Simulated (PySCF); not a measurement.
C5H10N2OSi.
Cartesian coordinates in Å at the PBE0-D3(BJ)/def2-SVP level; atoms count from 1:
```
atom  x, y, z in Å
N1     2.484    3.059    0.134
C2     2.246    1.984   -0.230
Si3    1.841    0.252   -0.806
O4     3.074   -0.729   -0.291
N5     0.261   -0.046   -0.231
C6    -0.674   -0.946   -0.915
C7    -1.869   -1.044    0.033
C8    -1.825    0.281    0.786
C9    -0.329    0.479    0.997
H10    1.877    0.166   -2.282
H11    3.305   -0.709    0.643
H12   -0.979   -0.526   -1.891
H13   -0.234   -1.938   -1.114
H14   -1.725   -1.879    0.738
H15   -2.815   -1.220   -0.500
H16   -2.392    0.270    1.728
H17   -2.224    1.094    0.157
H18    0.004   -0.084    1.892
H19   -0.054    1.534    1.154
```

Computed, not measured: TDDFT PBE0/def2-SVPD, vertical, gas phase, core orbitals frozen in the response (PySCF).

Ground-to-excited transition dipoles (e·a0, same axes as the geometry; the sign carries no meaning), for the states with f of 0.002 or more among the lowest 10:

```json
{"state": "S1", "E (eV)": "5.118", "μx": "0.474", "μy": "0.131", "μz": "-0.108"}
{"state": "S2", "E (eV)": "5.611", "μx": "-0.506", "μy": "-0.310", "μz": "0.078"}
{"state": "S3", "E (eV)": "6.097", "μx": "0.059", "μy": "0.034", "μz": "-0.133"}
{"state": "S4", "E (eV)": "6.718", "μx": "0.018", "μy": "-0.170", "μz": "0.075"}
{"state": "S5", "E (eV)": "6.863", "μx": "0.022", "μy": "-0.101", "μz": "0.140"}
{"state": "S9", "E (eV)": "7.400", "μx": "0.041", "μy": "0.204", "μz": "0.066"}
{"state": "S10", "E (eV)": "7.471", "μx": "-0.041", "μy": "-0.140", "μz": "0.131"}
```

**Question.** What oscillator strength does each state have?

**Answer.** f = (2/3) ΔE |μ|² with ΔE in hartree (27.2114 eV).

| state | \|μ\|² (au) | \|μ\| (D) | f |
| --- | --- | --- | --- |
| S1 | 0.254 | 1.28 | 0.032 |
| S2 | 0.358 | 1.52 | 0.049 |
| S3 | 0.022 | 0.38 | 0.003 |
| S4 | 0.035 | 0.48 | 0.006 |
| S5 | 0.030 | 0.44 | 0.005 |
| S9 | 0.048 | 0.56 | 0.009 |
| S10 | 0.038 | 0.50 | 0.007 |

**Question.** What angle do the transition dipoles of S1 and S2 make?

**Answer.** |cos θ| = |μa·μb| / (|μa| |μb|) = 0.96, so θ ≈ 17° (taken between 0 and 90°, since the signs are arbitrary).

**Question.** How is the summed strength of these states shared among x, y and z?

**Answer.** (2/3) Σ ΔE μα² gives 0.065 for x, 0.033 for y and 0.013 for z, 0.111 in all.

**Question.** What peak molar absorption coefficient would the strongest computed level give as a lone Gaussian band 0.5 eV wide at half height?

**Answer.** ε(max) = 2.175×10⁸ f / FWHM, with the width in cm⁻¹. S2: 2.175×10⁸ × 0.0493 / 4033 ≈ 2700 L mol⁻¹ cm⁻¹.

The vertical ionisation energy (ΔSCF) is 8.68 eV, 1.21 eV above S10.

The run took 5.7 min wall on Intel Xeon at 2.50 GHz, one thread, shared host, and the process peaked at 1.1 GiB of memory.

One conformer stands for the species.
